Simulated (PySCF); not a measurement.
C₄H₄BrCl.

```xyz
10

Cl    -1.4278     1.9677     0.0000
C      0.1250     1.2452     0.0000
C      0.5680    -0.0235     0.0000
Br    -0.2821    -1.6882     0.0000
C      2.0310     0.3663     0.0000
C      1.5124     1.8501     0.0000
H      2.5940     0.0742     0.9002
H      2.5940     0.0742    -0.9002
H      1.7698     2.4297    -0.9006
H      1.7698     2.4297     0.9006
```
Charge 0, spin multiplicity 1.

Geometry: B3LYP-D3(BJ)/def2-SVP.

The numbers are results of PBE/pcSseg-1 (PySCF), not measurements. Non-relativistic, no solvent.

Computed absolute GIAO shielding of each atom: isotropic value and principal components (ppm):
```tsv
atom	σ(iso)	σ11	σ22	σ33	span
Cl1	669.1	413.9	663.6	929.9	516.0
C2	37.9	-51.3	73.5	91.4	142.7
C3	46.3	-34.1	78.9	94.1	128.2
Br4	1980.5	1342.5	1845.0	2754.0	1411.5
C5	140.3	127.2	138.1	155.5	28.2
C6	139.4	131.8	133.4	152.9	21.1
H7	28.5	25.5	26.4	33.7	8.1
H8	28.5	25.5	26.4	33.7	8.1
H9	28.5	25.5	26.1	33.7	8.3
H10	28.5	25.5	26.1	33.7	8.3
```
